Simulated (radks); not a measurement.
All-electron atom: Si II in [Ne] 3s1 3p1 4s1 (not the ground configuration). Calculated with a radial shooting solver on a logarithmic mesh with Libxc functionals: scalar-relativistic Kohn-Sham, HCTH/407, spin-polarised, spherical densities, finite nucleus; open shells are filled with parallel spins first; Fermi nuclear charge, rms radius 3.1224 fm.

Radial electron density D(r) = 4 pi r^2 rho(r):

```
   r/bohr * D(r) (the largest magnitude, 15.8, reaches the edge; | marks zero)
 0.004695 | *
 0.005379 | *
 0.006163 |  *
 0.007061 |  *
 0.008089 |   *
 0.009268 |    *
  0.01062 |      *
  0.01216 |       *
  0.01394 |         *
  0.01597 |            *
  0.01829 |               *
  0.02096 |                  *
  0.02401 |                      *
  0.02751 |                          *
  0.03127 |                               *
  0.03582 |                                    *
  0.04104 |                                         *
  0.04702 |                                             *
  0.05387 |                                                 *
  0.06172 |                                                    *
  0.07071 |                                                      *
  0.08101 |                                                      *
  0.09281 |                                                    *
   0.1063 |                                                *
   0.1218 |                                            *
   0.1396 |                                       *
   0.1599 |                                   *
   0.1832 |                                 *
   0.2099 |                                 *
   0.2405 |                                    *
   0.2755 |                                        *
   0.3156 |                                            *
   0.3616 |                                                *
   0.4143 |                                                 *
   0.4746 |                                               *
   0.5438 |                                         *
    0.623 |                                 *
   0.7138 |                         *
   0.8177 |                 *
   0.9369 |          *
    1.073 |      *
     1.23 |    *
    1.409 |    *
    1.614 |    *
    1.849 |   *
    2.119 |   *
    2.408 |  *
    2.759 | *
    3.161 |*
    3.621 |*
    4.149 |*
    4.753 |*
    5.445 |*
    6.239 |*
    7.148 *
    8.189 *
    9.382 *
    10.75 *
    12.31 *
```

D(r) has 2 maxima, at r = 0.0748, 0.404 bohr, and minima at 0.195 bohr, inside which lie 2.20 electrons.
